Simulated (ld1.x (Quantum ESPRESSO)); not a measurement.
## Configuration tests for B (TM)

boron, norm-conserving Troullier–Martins (Kleinman–Bylander form), made with ld1.x (Quantum ESPRESSO) 7.5 (PBE, scalar-relativistic). Core [He], reference 2s2 2p1. Waves: 2p (bound): rc 2.40 bohr; 3d channel at 0.15 Ry: rc 1.85 bohr; 2s (bound): rc 1.45 bohr. Local part: the s channel. Core correction: none.

Energies are relative to the spin-unpolarised reference configuration 2s2 2p1; without spin polarisation the order of configurations can differ from experiment.

```json
{"valence configuration": "2s2 2p0", "charge": "+1", "ΔE all-electron (eV)": "8.220", "error AE − PS (meV)": "+42"}
{"valence configuration": "2s2 2p0.5", "charge": "+0.5", "ΔE all-electron (eV)": "2.887", "error AE − PS (meV)": "+5.3"}
{"valence configuration": "2s2 2p1.3", "charge": "-0.3", "ΔE all-electron (eV)": "-0.738", "error AE − PS (meV)": "+0.4"}
{"valence configuration": "2s0 2p3", "charge": "0", "ΔE all-electron (eV)": "11.721", "error AE − PS (meV)": "-8.9"}
{"valence configuration": "2s1 2p2", "charge": "0", "ΔE all-electron (eV)": "5.851", "error AE − PS (meV)": "-0.3"}
```

**Question.** What are ΔE and the potential's error for 2s1 2p0?

**Answer.** ΔE = 33.642 eV all-electron; the error (AE − PS) is +153 meV.

**Question.** What are ΔE and the potential's error for 2s1 2p1?

**Answer.** ΔE = 14.361 eV all-electron; the error (AE − PS) is -17 meV.

Levels in the configuration 2s1 2p2:

```csv
level,all-electron (eV),pseudo (eV)
2s,-9.921,-9.938
2p,-4.058,-4.073
```
